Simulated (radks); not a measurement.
Results of a calculation; reference values are marked as such.
Task: Valence configurations of Ga+ (all share [Ar]). Level of theory: scalar-relativistic Kohn-Sham, BLYP, spin-polarised, spherical densities, finite nucleus; open shells are filled with parallel spins first; Fermi nuclear charge, rms radius 3.9973 fm (a radial shooting solver on a logarithmic mesh with Libxc functionals). Order these by energy: 3d10 4p2; 3d8 4s2 4p2; 3d8.5 4s2 4p1.5; 3d9.5 4s1 4p1.5; 3d9 4s2 4p1; 3d9 4s1.5 4p1.5; 3d9.5 4s2 4p0.5; 3d7.5 4s2 4p2.5; 3d10 4s1 4p1; 3d10 4s2.

Result: From the lowest, in eV above it: 3d10 4s2 0.000; 3d10 4s1 4p1 6.616; 3d9.5 4s2 4p0.5 9.880; 3d10 4p2 14.283; 3d9.5 4s1 4p1.5 16.546; 3d9 4s2 4p1 21.360; 3d9 4s1.5 4p1.5 24.862; 3d8.5 4s2 4p1.5 34.514; 3d8 4s2 4p2 49.410; 3d7.5 4s2 4p2.5 66.104. NIST lists [Ar] 3d10 4s2 as the ground configuration; this level of theory agrees among the configurations tried. The energies are those of spherical high-spin densities, not of single terms.
